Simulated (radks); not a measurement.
The numbers below are computed, except where a source is named.
Question: Bi45+, configuration [Kr] 4d2. Level of theory: scalar-relativistic Kohn-Sham, exchange-only LDA, spin-polarised, spherical densities, point nucleus; open shells are filled with parallel spins first (spin-orbit coupling, left out, can overturn this in heavy ions) (a radial shooting solver on a logarithmic mesh with Libxc functionals). Some entries of the table are withheld. Estimate them.

orbital,occ.,eigenvalue (hartree),r(max) (bohr),<r^2> (bohr^2)
1s up,1,-3410.863,0.009661,0.0003463
1s down,1,-3410.859,0.009661,0.0003463
2s up,1,-679.1647,0.05620,0.005239
2s down,1,-679.0655,0.05620,0.005239
2p up,3,-592.7746,0.04691,0.004480
2p down,3,-592.6895,0.04691,0.004480
3s up,1,-222.5827,0.1577,0.03296
3s down,1,-222.5112,0.1577,0.03294
3p up,3,-197.7926,0.1578,0.03399
3p down,3,-197.7161,0.1578,0.03396
3d up,5,-173.5871,(1),0.02786
3d down,5,-173.4931,(2),0.02784
4s up,1,-102.1849,0.3370,0.1324
4s down,1,-101.9238,0.3369,0.1324
4p up,3,-93.04325,0.3497,0.1431
4p down,3,-92.78550,0.3496,0.1432
4d up,2,-83.49792,0.3432,0.1425
4d down,0,-83.23984,0.3432,0.1426

Answer: 
(1) 3d up r(max) (bohr): 0.1281
(2) 3d down r(max) (bohr): 0.1282
